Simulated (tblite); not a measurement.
C₅H₁₂FNSi.
Numbering: `[CH3:1][CH2:2][C@@H:3]1[CH2:4][Si@H:5]([CH2:6][F:7])[NH:8]1` (hydrogens: H9, H10, H11 on C1; H12, H13 on C2; H14 on C3; H15, H16 on C4; H17 on Si5; H18, H19 on C6; H20 on N8)

The geometry is computed with GFN2-xTB (gas phase).

(1) List the bond lengths, angles and torsions at this level.

Answers

(1) 
| bond | length (pm) | order |
| --- | --- | --- |
| C1–C2 | 152.3 | single |
| C2–C3 | 152.3 | single |
| C3–C4 | 153.8 | single |
| C4–Si5 | 190.9 | single |
| Si5–C6 | 191.4 | single |
| C6–F7 | 138.1 | single |
| Si5–N8 | 171.7 | single |
| C3–N8 | 146.1 | single |
| C1–H9, C1–H10, C1–H11 | 108.7 | single |
| C2–H12 | 109.3 | single |
| C2–H13 | 109.2 | single |
| C3–H14 | 109.8 | single |
| C4–H15 | 108.4 | single |
| C4–H16 | 108.6 | single |
| Si5–H17 | 146.9 | single |
| C6–H18 | 109.2 | single |
| C6–H19 | 109.2 | single |
| N8–H20 | 100.7 | single |

Bonds in one row agree within 1 pm and their mean is given. Orders are formal, as drawn. A selection of angles:
| angle | degrees |
| --- | --- |
| C1–C2–C3 | 112.1 |
| C2–C3–C4 | 115.6 |
| C2–C3–N8 | 112.0 |
| C4–C3–N8 | 96.5 |
| C3–C4–Si5 | 87.9 |
| C4–Si5–C6 | 122.2 |
| C4–Si5–N8 | 76.0 |
| C6–Si5–N8 | 112.0 |
| Si5–C6–F7 | 109.7 |
| C3–N8–Si5 | 98.1 |
| H20–N8–Si5 | 136.4 |
| H20–N8–C3 | 120.2 |

Dihedral angles: C1–C2–C3–C4 -71° (synclinal); C2–C3–C4–Si5 -128° (anticlinal); C3–C4–Si5–C6 116° (anticlinal); C4–Si5–C6–F7 104° (anticlinal); C4–Si5–N8–C3 -9° (synperiplanar); C2–C3–N8–Si5 132° (anticlinal).

N8 (silicon-bound nitrogen) has angles 136.4°, 120.2° and 98.1°, sum 354.6°, 0.17 Å off the plane of its three neighbours. Si5 (SiH silicon) has angles from 76.0° to 122.2°. The 4-membered ring C3–C4–Si5–N8 has internal angles of 76.0° to 98.1°; it is slightly puckered (a soft mode that the optimisation may not have finished), 0.07 Å rms from its mean plane, widest ring torsion 11°. Of the pairs four or more bonds apart, C4···H11 is among the closest relative to their van der Waals radii: 2.88 Å, 99 % of the sum of Bondi's values.

Point group: C1 (no symmetry element, even within 0.4 Å). Its GFN2-xTB frequencies are all real (lowest 30 cm⁻¹). One conformer, not necessarily the lowest. 3 starts were optimised and ended at 0.00, 0.16 and 0.95 kcal/mol (GFN2-xTB); the lowest of these is shown.
